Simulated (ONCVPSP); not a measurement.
**Configuration tests for zirconium (Zr) (ONCV)**

- Element: zirconium (Zr)
- Generator: ONCVPSP 4.0.1
- Type: optimised norm-conserving Vanderbilt (ONCV)
- Functional: PBEsol
- Relativity: scalar-relativistic
- Frozen core: [Ar] 3d10
- Valence charge: 12
- Reference configuration: 4s2 4p6 4d2 5s2
- Partial waves: 4s+5s: rc 2.20 bohr, ncon 5, nbas 9, qcut 4.5 1/bohr, 2 projectors; 4p: rc 1.22 bohr, ncon 4, nbas 8, qcut 6.2 1/bohr, 2 projectors, debl 3.6 Ha; 4d: rc 3.05 bohr, ncon 4, nbas 9, qcut 5.7 1/bohr, 2 projectors, debl 3.3 Ha
- Local potential: polynomial inside 1.22 bohr (lpopt 5, dvloc0 6 Ha)
- Core correction: Teter function fitted to the true core (icmod 2), fcfact 0.65

Energies are relative to the spin-unpolarised reference configuration 4s2 4p6 4d2 5s2; without spin polarisation the order of configurations can differ from experiment.

```
valence configuration  charge  ΔE all-electron (eV)  error AE − PS (meV)
      4s2 4p6 4d2 5s1      +1                 7.171                 -2.2
      4s2 4p6 4d2 5s0      +2                20.081                  -14
```

What are ΔE and the potential's error for 4s2 4p6 4d2 5s1.5?

ΔE = 2.895 eV all-electron; the error (AE − PS) is -0.6 meV.

What are ΔE and the potential's error for 4s2 4p6 4d1 5s0?

ΔE = 42.666 eV all-electron; the error (AE − PS) is +14 meV.

Levels in the configuration 4s2 4p6 4d2 5s0:

| level | all-electron (eV) | pseudo (eV) |
| --- | --- | --- |
| 4s | -68.928 | -69.091 |
| 4p | -46.878 | -46.946 |
| 4d | -17.266 | -17.285 |
